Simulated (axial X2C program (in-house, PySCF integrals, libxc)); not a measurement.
## Potential curves of NaCr⁻, two-component

Computed with an in-house all-electron X2C program for linear molecules (integrals from PySCF). Two-component (2c) means X2C with spin–orbit coupling and atomic mean-field two-electron Coulomb and Gaunt terms. Basis: Cr dyall-acv3z [10s11p7d4f2g], Na dyall-av3z [10s9p5d2f] (cores contracted in-house); Gaussian nuclei, density fitting, unrestricted open shells. Masses: Cr 51.941 u, Na 22.990 u.

State: Ω = 3 (⟨Sz⟩ = 3.00, ⟨Lz⟩ = 0.00 at PBE0). Energies in cm⁻¹ from the lowest point of each curve. Fits are polynomials in 1 − R0/R over 0.85 to 1.23 times the lowest point R0.

| R (Å) | PBE0 |
| --- | --- |
| 3.0390 | 112 |
| 3.1360 | 21 |
| 3.2330 | 0 |
| 3.3462 | 39 |
| 3.4593 | 133 |
| 3.6048 | 307 |

The state is one determinant whose occupation by symmetry is held fixed; it was picked as the lowest of a PBE0 search that is not exhaustive. Density functionals use the spin component along the axis (collinear). Other states lie close and PBE0, whose exact exchange favours high spin, may order them wrongly; the determinant shown need not be the ground state. The nearest other 2c determinant of the search, Ω = 2, lies 0.18 eV up at the distance of the search. With several unpaired electrons one determinant need not be a pure state. Open-shell Ω = 0 determinants with evenly filled partner blocks cannot be reached by this program, so the Ω shown need not be the lowest component. The highest occupied level of some functionals is positive through self-interaction error; at Hartree–Fock it is bound.

Question: What are Re and ωe at the PBE0 level?

Answer: At PBE0, 2c: Re = 3.221 Å, ωe ≈ 110 cm⁻¹; Be follows as 0.102 cm⁻¹.
